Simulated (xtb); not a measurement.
C2H3O2 (SMILES CO[C]=O), doublet, from a rough starting geometry; GFN2-xTB (xtb).

Input for xtb:
```
$ xtb mol.xyz --gfn 2 --uhf 1 --opt vtight --json

# file mol.xyz
7

C     -1.64543059    -0.21824112     0.05653608
O     -1.36356566    -1.39584110     0.03258641
O     -0.67953378     0.78079169     0.04417046
C      0.68477179     0.27453216     0.00286134
H      1.29540370     1.12708205     0.00220026
H      0.82492307    -0.32535527     0.87673878
H      0.85106029    -0.29628954    -0.86028414
```

It wrote (shortened):

```
   ID    Z sym.   atoms
    1    6 C      1, 4
    2    8 O      2, 3
    3    1 H      5-7

           -------------------------------------------------
          |                Calculation Setup                |
           -------------------------------------------------

           -------------------------------------------------
          |                 G F N 2 - x T B                 |
           -------------------------------------------------

          ...................................................
          :                      SETUP                      :
          :.................................................:
          :  # basis functions                  19          :
          :  # atomic orbitals                  19          :
          :  # shells                           11          :
          :  # electrons                        23          :
          :  max. iterations                   250          :
          :  Hamiltonian                  GFN2-xTB          :
          :  restarted?                      false          :
          :  GBSA solvation                  false          :
          :  PC potential                    false          :
          :  electronic temp.          300.0000000     K    :
          :  accuracy                    1.0000000          :
          :  -> integral cutoff          0.2500000E+02      :
          :  -> integral neglect         0.1000000E-07      :
          :  -> SCF convergence          0.1000000E-05 Eh   :
          :  -> wf. convergence          0.1000000E-03 e    :
          :  Broyden damping             0.4000000          :
          :  net charge                          0          :
          :  unpaired electrons                  1          :
          ...................................................

 iter      E             dE          RMSdq      gap      omega  full diag
   1    -13.9425992 -0.139426E+02  0.559E+00    2.92       0.0  T
   2    -13.9560308 -0.134316E-01  0.285E+00    2.81       1.0  T
   3    -13.9509926  0.503814E-02  0.172E+00    2.84       1.0  T
   4    -13.9599932 -0.900057E-02  0.218E-01    2.76       1.0  T
   5    -13.9600798 -0.865474E-04  0.828E-02    2.76       1.0  T
   6    -13.9600827 -0.297870E-05  0.298E-02    2.76       1.3  T
   7    -13.9600831 -0.393080E-06  0.805E-03    2.76       4.7  T
   8    -13.9600832 -0.377771E-07  0.169E-03    2.76      22.4  T
   9    -13.9600832 -0.190892E-08  0.860E-04    2.76      44.0  T
  10    -13.9600832 -0.371335E-08  0.134E-04    2.76     282.4  T

   *** convergence criteria satisfied after 10 iterations ***

         :::::::::::::::::::::::::::::::::::::::::::::::::::::
         ::                     SUMMARY                     ::
         :::::::::::::::::::::::::::::::::::::::::::::::::::::
         :: total energy             -13.844308302594 Eh    ::
         :: gradient norm              0.112270093841 Eh/a0 ::
         :: HOMO-LUMO gap              2.761376542741 eV    ::
         ::.................................................::
         :: SCC energy               -13.960083035952 Eh    ::
         :: -> isotropic ES            0.027206013770 Eh    ::
         :: -> anisotropic ES          0.001388979023 Eh    ::
         :: -> anisotropic XC          0.000487376771 Eh    ::
         :: -> dispersion             -0.002482141511 Eh    ::
         :: repulsion energy           0.115774733357 Eh    ::
         :: add. restraining           0.000000000000 Eh    ::
         :: total charge              -0.000000000000 e     ::
         :::::::::::::::::::::::::::::::::::::::::::::::::::::

      -----------------------------------------------------------
     |                   =====================                   |
     |                        A N C O P T                        |
     |                   =====================                   |
     |               Approximate Normal Coordinate               |
     |                Rational Function Optimizer                |
      -----------------------------------------------------------
      -----------------------------------------------------------
     |                   =====================                   |
     |                        A N C O P T                        |
     |                   =====================                   |
     |               Approximate Normal Coordinate               |
     |                Rational Function Optimizer                |
      -----------------------------------------------------------

          ...................................................
          :                      SETUP                      :
          :.................................................:
          :   optimization level         verytight          :
          :   max. optcycles                   200          :
          :   ANC micro-cycles                  20          :
          :   degrees of freedom                15          :
          :.................................................:
          :   RF solver                   davidson          :
          :   write xtbopt.log                true          :
          :   linear?                        false          :
          :   energy convergence         0.1000000E-06 Eh   :
          :   grad. convergence          0.2000000E-03 Eh/α :
          :   maxmium RF displ.          1.0000000          :
          :   Hlow (freq-cutoff)         0.1000000E-01      :
          :   Hmax (freq-cutoff)         5.0000000          :
          :   S6 in model hess.         20.0000000          :
          ...................................................

generating ANC from exact Hessian ...
Using Lindh-Hessian (1995)
 Shifting diagonal of input Hessian by    3.9031936507296673E-004
 Lowest  eigenvalues of input Hessian
    0.000000    0.000000    0.000000    0.000000    0.000000    0.000000
[...]
 * total energy  :   -13.8443083 Eh     change       -0.2687450E-10 Eh
 * total energy  :   -13.8541538 Eh     change       -0.9845471E-02 Eh
 * total energy  :   -13.8577581 Eh     change       -0.3604310E-02 Eh
 * total energy  :   -13.8581461 Eh     change       -0.3879665E-03 Eh
 * total energy  :   -13.8583997 Eh     change       -0.2536503E-03 Eh
 * total energy  :   -13.8584434 Eh     change       -0.4374825E-04 Eh
 * total energy  :   -13.8584515 Eh     change       -0.8059091E-05 Eh
 * total energy  :   -13.8584518 Eh     change       -0.3267552E-06 Eh
 * total energy  :   -13.8584519 Eh     change       -0.4185093E-07 Eh
   *** GEOMETRY OPTIMIZATION CONVERGED AFTER 9 ITERATIONS ***
[...]
          :  -> SCF convergence          0.1000000E-05 Eh   :
          :  -> wf. convergence          0.1000000E-03 e    :
          :  Broyden damping             0.4000000          :
          :  net charge                          0          :
          :  unpaired electrons                  1          :
          ...................................................

 iter      E             dE          RMSdq      gap      omega  full diag
   1    -13.9764634 -0.139765E+02  0.352E-05    2.59       0.0  T
   2    -13.9764634 -0.333955E-12  0.206E-05    2.59    1834.1  T
   3    -13.9764634  0.122569E-12  0.976E-06    2.59    3874.0  T

   *** convergence criteria satisfied after 3 iterations ***

         :::::::::::::::::::::::::::::::::::::::::::::::::::::
         ::                     SUMMARY                     ::
         :::::::::::::::::::::::::::::::::::::::::::::::::::::
         :: total energy             -13.858451876620 Eh    ::
         :: gradient norm              0.000142209014 Eh/a0 ::
         :: HOMO-LUMO gap              2.587673839218 eV    ::
         ::.................................................::
         :: SCC energy               -13.976463242749 Eh    ::
         :: -> isotropic ES            0.027503518208 Eh    ::
         :: -> anisotropic ES          0.001760153813 Eh    ::
         :: -> anisotropic XC          0.001214929197 Eh    ::
         :: -> dispersion             -0.002447153998 Eh    ::
         :: repulsion energy           0.118011366129 Eh    ::
         :: add. restraining           0.000000000000 Eh    ::
         :: total charge              -0.000000000000 e     ::
         :::::::::::::::::::::::::::::::::::::::::::::::::::::

           -------------------------------------------------
          |                Property Printout                |
           -------------------------------------------------

    * Orbital Energies and Occupations

         #    Occupation            Energy/Eh            Energy/eV
      -------------------------------------------------------------
         1        2.0000           -0.7625898             -20.7511
         2        2.0000           -0.7347066             -19.9924
         3        2.0000           -0.6876703             -18.7125
         4        2.0000           -0.6264089             -17.0455
         5        2.0000           -0.6045060             -16.4494
         6        2.0000           -0.5878924             -15.9974
         7        2.0000           -0.5767743             -15.6948
         8        2.0000           -0.5331298             -14.5072
         9        2.0000           -0.5202160             -14.1558
        10        2.0000           -0.4899638             -13.3326
        11        2.0000           -0.4743707             -12.9083
        12        1.0000           -0.3237001              -8.8083 (HOMO)
        13                         -0.2286049              -6.2207 (LUMO)
        14                         -0.0157537              -0.4287
        15                          0.1129672               3.0740
        16                          0.1733164               4.7162
        17                          0.1812617               4.9324
        18                          0.2984812               8.1221
        19                          0.7106134              19.3368
      -------------------------------------------------------------
                  HL-Gap            0.0950953 Eh            2.5877 eV
             Fermi-level           -0.3375939 Eh           -9.1864 eV

     #   Z          covCN         q      C6AA      α(0)
     1   6 C        1.734     0.272    25.067     8.100
     2   8 O        0.856    -0.306    19.889     5.979
     3   8 O        1.698    -0.202    17.360     5.625
     4   6 C        3.640     0.012    20.744     6.550
     5   1 H        0.925     0.084     1.941     2.179
     6   1 H        0.925     0.070     2.083     2.257
     7   1 H        0.925     0.070     2.084     2.257

 Mol. C6AA /au·bohr⁶  :        501.213049
 Mol. C8AA /au·bohr⁸  :      10961.228814
 Mol. α(0) /au        :         32.948377

Wiberg/Mayer (AO) data.
largest (>0.10) Wiberg bond orders for each atom

 ---------------------------------------------------------------------------
     #   Z sym  total        # sym  WBO       # sym  WBO       # sym  WBO
 ---------------------------------------------------------------------------
     1   6 C    3.405 --     2 O    1.999     3 O    1.321
     2   8 O    2.213 --     1 C    1.999     3 O    0.176
     3   8 O    2.389 --     1 C    1.321     4 C    0.880     2 O    0.176
     4   6 C    3.916 --     6 H    0.981     7 H    0.981     5 H    0.980
                             3 O    0.880
     5   1 H    0.993 --     4 C    0.980
     6   1 H    0.995 --     4 C    0.981
     7   1 H    0.995 --     4 C    0.981
 ---------------------------------------------------------------------------

Topologies differ in total number of bonds
Writing topology from bond orders to xtbtopo.mol

molecular dipole:
                 x           y           z       tot (Debye)
 q only:        0.843       0.570      -0.009
   full:        0.998       0.564      -0.011       2.914
molecular quadrupole (traceless):
                xx          xy          yy          xz          yz          zz
 q only:        1.027      -2.231      -2.307       0.046       0.049       1.280
  q+dip:       -0.754      -2.590      -2.307       0.104       0.044       3.061
   full:       -0.197      -2.832      -3.162       0.099       0.042       3.359

optimized geometry written to: xtbopt.xyz

           -------------------------------------------------
          | TOTAL ENERGY              -13.858451876620 Eh   |
          | GRADIENT NORM               0.000142209014 Eh/α |
          | HOMO-LUMO GAP               2.587673839218 eV   |
           -------------------------------------------------

normal termination of xtb
```
